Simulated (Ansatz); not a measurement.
Cartesian coordinates in Å:
```
O -0.510 -0.402 0.786
Al -0.009 0.642 -0.452
Br 1.765 -0.025 -1.703
H -1.246 -0.215 1.369
```

Total charge 0; spin multiplicity 2.

Q: List the CAM-B3LYP/def2-TZVPP orbital energies in eV (Ansatz 0.2.0). (Estimate.)

A: Computed: α occupied: -13140.63, -1702.13, -1533.88, -1533.84, -1533.83, -1527.61, -522.53, -238.23, -179.11, -178.97, -178.95, -115.55, -76.21, -76.17, -76.08, -73.45, -73.41, -73.40, -73.29, -73.29, -29.20, -23.03, -16.11, -12.49, -11.79, -11.30, -9.96, -9.94, -7.45. α empty: -0.29, 1.20, 1.70, 3.28, 4.02, 5.21, 5.40, 5.62. β occupied: -13140.62, -1702.13, -1533.86, -1533.83, -1533.82, -1527.53, -522.46, -238.21, -179.06, -178.96, -178.94, -115.43, -76.13, -76.03, -75.97, -73.42, -73.39, -73.37, -73.29, -73.29, -29.03, -22.87, -15.99, -11.98, -11.40, -11.24, -9.92, -9.84. β empty: -2.18, 0.27, 1.43, 2.00, 3.44, 4.21, 5.29, 5.64. ⟨S²⟩ = 0.752.
